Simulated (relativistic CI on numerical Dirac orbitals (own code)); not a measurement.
Calculated at this level of theory: Dirac-Coulomb-Breit CI, separate exchange-only KLI orbitals for each configuration, QED by a radiative potential, unscaled Slater integrals (own radial code, finite nucleus).

Configurations in the expansion (outside the closed core [Ar] 3d10): 4s2 4p6 4d10 4f2, 4s2 4p6 4d9 4f3, 4s2 4p6 4d10 4f 5s, 4s2 4p6 4d10 4f 5p, 4s2 4p6 4d10 5s2, 4s2 4p5 4d10 4f3, 4s2 4p6 4d10 5s 5p, 4s2 4p6 4d10 4f 5d, 4s2 4p6 4d10 5p2, 4s2 4p6 4d10 5s 5d, 4s 4p6 4d10 4f3, 4s2 4p6 4d9 4f2 5s, 4s2 4p6 4d10 5p 5d, 4s2 4p6 4d10 4f 5f, 4s2 4p6 4d9 4f2 5p, 4s2 4p6 4d10 4f 6s, 4s2 4p6 4d10 5d2, 4s2 4p6 4d10 4f 5g, 4s2 4p6 4d10 4f 6p, 4s2 4p6 4d10 4f 6d, 4s2 4p5 4d10 4f2 5s, 4s2 4p6 4d10 4f 7s, 4s2 4p6 4d10 4f 6g, 4s 4p6 4d10 4f 5s2, 4s 4p6 4d10 4f 5p2. Double excitations out of closed p, d and f shells are left out; levels of such configurations are missing from the list, as are those of other unlisted configurations, and high levels can miss mixing partners.

At this charge energies of transitions that change n are usually good to better than 1 %, and those within a shell (Δn = 0) to a few per cent. Terms inside the open d or f shell come out 10 to 20 % too wide with unscaled integrals.

Outline of the computed level scheme of Os XXIX. Lowest level of each configuration: 4s2 4p6 4d10 4f2 3H_4 at 0.000 eV; 4s2 4p6 4d10 4f 5s 3F°_2 at 153.007 eV; 4s2 4p6 4d10 4f 5p 3G_3 at 200.218 eV; 4s2 4p6 4d9 4f3 5H°_3 at 203.683 eV.

Some strong electric-dipole decays among the lowest 45 levels: 4s2 4p6 4d10 4f 5p 3F_2 → 4s2 4p6 4d10 4f 5s 3F°_3 (1.2e+10 s⁻¹); 4s2 4p6 4d10 4f 5p 3D_3 → 4s2 4p6 4d10 4f 5s 3F°_4 (1.2e+10 s⁻¹); 4s2 4p6 4d10 4f 5p 3G_4 → 4s2 4p6 4d10 4f 5s 1F°_3 (8.5e+09 s⁻¹); 4s2 4p6 4d10 4f 5p 3G_3 → 4s2 4p6 4d10 4f 5s 3F°_2 (8.5e+09 s⁻¹); 4s2 4p6 4d10 4f 5p 3G_4 → 4s2 4p6 4d10 4f 5s 3F°_4 (8.0e+09 s⁻¹); 4s2 4p6 4d10 4f 5p 3G_3 → 4s2 4p6 4d10 4f 5s 3F°_3 (7.4e+09 s⁻¹); 4s2 4p6 4d10 4f 5p 3F_2 → 4s2 4p6 4d10 4f 5s 3F°_2 (4.8e+09 s⁻¹); 4s2 4p6 4d10 4f 5p 3D_3 → 4s2 4p6 4d10 4f 5s 1F°_3 (4.7e+09 s⁻¹).

LS names give the leading component of a level, which can be under half, so a name can repeat, a term be missing and a line seem to break the LS rules.
